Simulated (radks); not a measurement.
Values are calculated unless marked as measured or tabulated.
The mean radii <r> (bohr) of the occupied orbitals of an atom or ion are listed with their occupations. Level of theory: scalar-relativistic Kohn-Sham, SCAN, spin-unpolarised, spherical densities, finite nucleus; meta-GGA in the generalised Kohn-Sham scheme; Fermi nuclear charge, rms radius of each element as measured or else 0.836 A^(1/3) + 0.57 fm (a radial shooting solver on a logarithmic mesh with Libxc functionals).

| orbital | occ. | <r> |
|---|---|---|
| 1s | 2 | 0.02274 |
| 2s | 2 | 0.09696 |
| 2p | 6 | 0.08548 |
| 3s | 2 | 0.2545 |
| 3p | 6 | 0.2531 |
| 3d | 10 | 0.2311 |
| 4s | 2 | 0.5771 |
| 4p | 6 | 0.6099 |
| 4d | 10 | 0.6636 |
| 5s | 2 | 1.347 |
| 5p | 6 | 1.519 |
| 4f | 4 | 0.8465 |

Name the element and its charge.

Answer. Z = 62, samarium, charge +4: Sm4+ in [Xe] 4f4. The 1s radius gives Z: for a bare nucleus <r> = (2 gamma + 1)/(2Z) with gamma = sqrt(1 - (Z/c)^2), 0.02245 bohr for Z = 62, and screening makes it slightly larger (0.02274 here). The occupations add up to 58, and the charge is Z minus that.
